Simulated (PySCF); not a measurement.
This script is equivalent to a calculation on Si²⁺ (silicon, charge +2).

```python
from pyscf import gto, scf, dft, mp, cc
import basis_set_exchange as bse
mol = gto.M(atom="Si 0 0 0", charge=2, spin=0, symmetry="D2h",
            basis=gto.basis.parse(bse.get_basis("jorge-DZP-DKH", elements=["Si"], fmt="nwchem", header=False)),
            nucmod="G")
mf = scf.UHF(mol).sfx2c1e()
mf.irrep_nelec = {'Ag': (3, 3), 'B1u': (1, 1), 'B2u': (1, 1), 'B3u': (1, 1)}
mf.kernel()
```

What total energy does it give?

-288.58955 hartree (calculated).

Which occupied shell lies highest, and where?

3s, at -32.200 eV.
